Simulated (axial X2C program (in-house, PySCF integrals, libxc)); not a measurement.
# MnSi⁺ along the bond: HF, two-component

All values were computed with an in-house relativistic program for diatomic molecules. Two-component (2c) means X2C with spin–orbit coupling and atomic mean-field two-electron Coulomb and Gaunt terms. Basis: Mn dyall-cv3z [9s10p6d3f2g], Si dyall-v3z [8s7p2d1f] (cores contracted in-house); Gaussian nuclei, density fitting, unrestricted open shells. Masses: Mn 54.938 u, Si 27.977 u.

State: Ω = 3 (⟨Sz⟩ = 2.00, ⟨Lz⟩ = 1.00 at HF). Dipoles are positive if Si is the positive end and refer to the centre of mass.

```
R (Å)   μ (D)  HOMO (eV)  LUMO (eV)
2.227  -0.995     -13.08      -6.06
2.330  -0.862     -13.11      -5.93
2.406  -0.769     -13.14      -5.83
2.483  -0.691     -13.18      -5.74
2.560  -0.631     -13.22      -5.66
2.650  -0.587     -13.27      -5.56
2.739  -0.569     -13.31      -5.47
2.854  -0.584     -13.23      -5.35
2.995  -0.654     -13.10      -5.21
3.200  -0.854     -12.91      -5.02
```

Q: The minimum lies at 2.972 Å. What is the dipole moment there?

A: At HF, 2c, with the sign and origin stated: μ = -0.64 D.

The state is a single determinant with fixed occupations, the lowest that a limited PBE0 search found. Other states lie close and PBE0, whose exact exchange favours high spin, may order them wrongly; the determinant shown need not be the ground state. The nearest other spin-free determinant of the search, M_S = 3, Λ = 1, lies 0.30 eV up at the distance of the search. With several unpaired electrons one determinant need not be a pure state. A state of lower Ω lies just above, and one determinant can place such states too high, so the state shown need not be the lowest. The search has Ω = 1 only 0.02 eV up. Open-shell Ω = 0 determinants with evenly filled partner blocks cannot be reached by this program, so the Ω shown need not be the lowest component. The determinant is spin-polarised beyond a pure state at some levels (its spin-free form has ⟨S²⟩ too high), which makes Re and μ there less reliable.
